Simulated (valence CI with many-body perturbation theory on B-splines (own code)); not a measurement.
**E1 line list for Pm XXX**

Method: configuration interaction combined with many-body perturbation theory (CI+MBPT): four valence electrons over a frozen Dirac-Fock core [Ar] 3d10, a basis of 11 s, 11 p, 9 d, 7 f, 5 g, 2 h, 1 i functions for each j, with the one-electron correlation potential Σ1, the two-electron term Σ2, the three-electron term Σ3, Breit, model QED; selected CI, second order for the rest (own B-spline code, finite nucleus).

The last digits are not significant, and no measured levels were compared; by estimate large intervals hold to a few tenths of a per cent, small ones and those within an open d or f shell to about a per cent.

Lines 201 to 222 of 222 in falling wavelength, among levels below 2197300 cm⁻¹, chosen from the strongest by gf and those to the six lowest levels. Wavelengths and rates use the calculated energies. Electric multipoles are in the length gauge, E1 and E2 with the static RPA response of the core. Weak lines are less certain than strong ones. Lines between different terms over intervals too small for the method are left out, as are lines whose strength nearly cancels. Where a level lies close to another of its J and parity, the split of strength between their lines is uncertain. The highest levels of a list are the least certain.

Levels are named by their leading jj configuration (3d3/2^4 stands for four electrons in 3d with j = 3/2), which in mixed levels can hold well under half, so a name can repeat and another be missing. Letters in brackets count levels of one name in rising energy.

```tsv
λ vac (nm)	Upper	Lower	A (s⁻¹)	S (a.u.) with core polarisation	S without
7.927	(4s 4p1/2 4p3/2 4d5/2) J=0	(4s 4p1/2^2 4p3/2) J=1	1.18e+11	2.89e-02	3.10e-02
7.917	(4s 4p1/2 4p3/2 4d5/2) J=1 [b]	(4s 4p1/2^2 4p3/2) J=1	2.43e+10	1.78e-02	1.91e-02
7.839	(4s 4p1/2 4p3/2 4d3/2) J=1 [d]	(4s 4p1/2^2 4p3/2) J=2	5.81e+09	4.14e-03	4.44e-03
7.775	(4s 4p1/2 4p3/2 4d5/2) J=3 [c]	(4s 4p1/2^2 4p3/2) J=2	1.19e+11	1.94e-01	2.07e-01
7.772	(4s^2 4p3/2 4d5/2) J=2	(4s^2 4p1/2 4p3/2) J=1	1.61e+10	1.87e-02	2.00e-02
7.769	(4s 4p1/2 4p3/2 4d3/2) J=1 [e]	(4s 4p1/2^2 4p3/2) J=1	1.26e+11	8.74e-02	9.36e-02
7.753	(4s 4p1/2 4p3/2 4d5/2) J=2 [e]	(4s 4p1/2^2 4p3/2) J=1	3.27e+10	3.75e-02	4.03e-02
7.749	(4s 4p1/2 4p3/2 4d5/2) J=3 [d]	(4s 4p1/2^2 4p3/2) J=2	2.69e+10	4.33e-02	4.64e-02
7.663	(4s^2 4p3/2 4d5/2) J=3	(4s^2 4p1/2 4p3/2) J=2	4.96e+10	7.71e-02	8.24e-02
7.663	(4s 4p1/2 4p3/2 4d3/2) J=2 [c]	(4s 4p1/2^2 4p3/2) J=2	3.10e+08	3.44e-04	3.65e-04
7.606	(4s 4p1/2 4p3/2 4d5/2) J=1 [a]	(4s 4p1/2^2 4p3/2) J=2	3.26e+09	2.12e-03	2.28e-03
7.500	(4s^2 4p3/2 4d5/2) J=1	(4s^2 4p1/2 4p3/2) J=2	3.33e+07	2.08e-05	2.20e-05
7.441	(4s 4p1/2 4p3/2 4d5/2) J=3 [e]	(4s 4p1/2^2 4p3/2) J=2	1.09e+10	1.55e-02	1.66e-02
7.428	(4s 4p1/2 4p3/2 4d5/2) J=2 [c]	(4s 4p1/2^2 4p3/2) J=2	1.78e+09	1.80e-03	1.93e-03
7.403	(4s 4p1/2 4p3/2 4d5/2) J=1 [b]	(4s 4p1/2^2 4p3/2) J=2	3.21e+07	1.93e-05	2.05e-05
7.374	(4s 4p1/2 4p3/2 4d5/2) J=2 [d]	(4s 4p1/2^2 4p3/2) J=2	4.10e+08	4.05e-04	4.33e-04
7.362	(4s^2 4p3/2 4d5/2) J=1	(4s^2 4p1/2 4p3/2) J=1	1.14e+10	6.71e-03	7.19e-03
7.273	(4s 4p1/2 4p3/2 4d3/2) J=1 [e]	(4s 4p1/2^2 4p3/2) J=2	7.11e+09	4.05e-03	4.34e-03
7.259	(4s 4p1/2 4p3/2 4d5/2) J=2 [e]	(4s 4p1/2^2 4p3/2) J=2	1.90e+10	1.79e-02	1.92e-02
7.065	(4s 4p3/2^3) J=1	(4s^2 4p1/2^2) J=0	1.24e+08	6.49e-05	6.88e-05
6.675	(4s^2 4p3/2 4d3/2) J=1	(4s^2 4p1/2^2) J=0	1.48e+08	6.51e-05	6.97e-05
6.245	(4s^2 4p3/2 4d5/2) J=1	(4s^2 4p1/2^2) J=0	1.94e+09	7.01e-04	7.52e-04
```
